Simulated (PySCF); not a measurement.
C7H10N2.
SMILES with atom numbers: `[CH3:1][N:2]([CH3:3])[c:4]1[cH:5][cH:6][n:7][cH:8][cH:9]1` (hydrogens: H10, H11, H12 on C1; H13, H14, H15 on C3; H16 on C5; H17 on C6; H18 on C8; H19 on C9)

The same species was optimised twice, with GFN2-xTB and with PBE0-D3(BJ)/def2-SVP (PySCF), and the same property calculations (PySCF, gas phase) were run on both structures.

```csv
coordinate,GFN2-xTB,PBE0-D3(BJ)/def2-SVP,change
C8–C9 (Å),1.380,1.389,+0.009
C5–C6 (Å),1.380,1.389,+0.009
N7–C8 (Å),1.324,1.332,+0.008
C4–C9 (Å),1.405,1.412,+0.007
C6–N7 (Å),1.324,1.332,+0.008
C4–C5 (Å),1.405,1.412,+0.007
N2–C4 (Å),1.363,1.367,+0.004
N2–C3 (Å),1.442,1.440,-0.002
C1–N2 (Å),1.442,1.440,-0.002
C1–N2–C3 (°),119.3,120.3,+1.0
C6–N7–C8 (°),116.5,115.9,-0.6
C3–N2–C4 (°),120.3,119.9,-0.4
C1–N2–C4 (°),120.4,119.9,-0.5
C5–C6–N7 (°),124.5,124.9,+0.4
N7–C8–C9 (°),124.5,124.9,+0.4
C5–C4–C9 (°),115.9,115.8,-0.1
N2–C4–C5 (°),122.0,122.1,+0.1
C1–N2–C4–C5 (°),180,180,0
```

Rotational constants: A = 3654, B = 1238, C = 935.5 MHz (GFN2-xTB) against A = 3616, B = 1231, C = 929.0 MHz (PBE0-D3(BJ)/def2-SVP). Point groups within 0.08 Å: C2v and C2v.

On the GFN2-xTB structure: HOMO (eV) -6.07 [PBE0/pcSseg-1]; LUMO (eV) -0.05 [PBE0/pcSseg-1]; dipole (D) 4.84 [PBE0/pcSseg-1]; GIAO shielding of C1/C3 (mean) (ppm) 144.9 [PBE0/pcSseg-1]; GIAO shielding of N2 (ppm) 197.7 [PBE0/pcSseg-1]; GIAO shielding of C4 (ppm) 31.3 [PBE0/pcSseg-1]; GIAO shielding of C5/C9 (mean) (ppm) 78.1 [PBE0/pcSseg-1]; GIAO shielding of C6/C8 (mean) (ppm) 31.1 [PBE0/pcSseg-1]; GIAO shielding of N7 (ppm) -51.9 [PBE0/pcSseg-1].

**Question.** What do these properties become on the PBE0-D3(BJ)/def2-SVP structure?

**Answer.** 
```tsv
property	level	on GFN2-xTB	on PBE0-D3(BJ)/def2-SVP	change
HOMO (eV)	PBE0/pcSseg-1	-6.07	-6.11	-0.04
LUMO (eV)	PBE0/pcSseg-1	-0.05	-0.11	-0.06
dipole (D)	PBE0/pcSseg-1	4.84	4.83	-0.01
energy, GFN2-xTB geometry as zero (kcal/mol)	PBE0/pcSseg-1	0.0	-0.3	-0.3
GIAO shielding of C1/C3 (mean) (ppm)	PBE0/pcSseg-1	144.9	143.8	-1.1
GIAO shielding of N2 (ppm)	PBE0/pcSseg-1	197.7	195.6	-2.1
GIAO shielding of C4 (ppm)	PBE0/pcSseg-1	31.3	29.5	-1.8
GIAO shielding of C5/C9 (mean) (ppm)	PBE0/pcSseg-1	78.1	75.2	-2.9
GIAO shielding of C6/C8 (mean) (ppm)	PBE0/pcSseg-1	31.1	28.9	-2.2
GIAO shielding of N7 (ppm)	PBE0/pcSseg-1	-51.9	-54.6	-2.7
```

The heavy atoms differ by 0.009 Å rms after alignment. Among bonds between heavy atoms C5–C6, C6–N7, N7–C8 and C8–C9 change most and about equally (+0.008 to +0.009 Å). Changes are differences of the printed values. Neither structure is proved a minimum here.

Shape of the structure used: `[CH3:1][N:2]([CH3:3])[c:4]1[cH:5][cH:6][n:7][cH:8][cH:9]1`: C1–N2–C4–C5 180°.
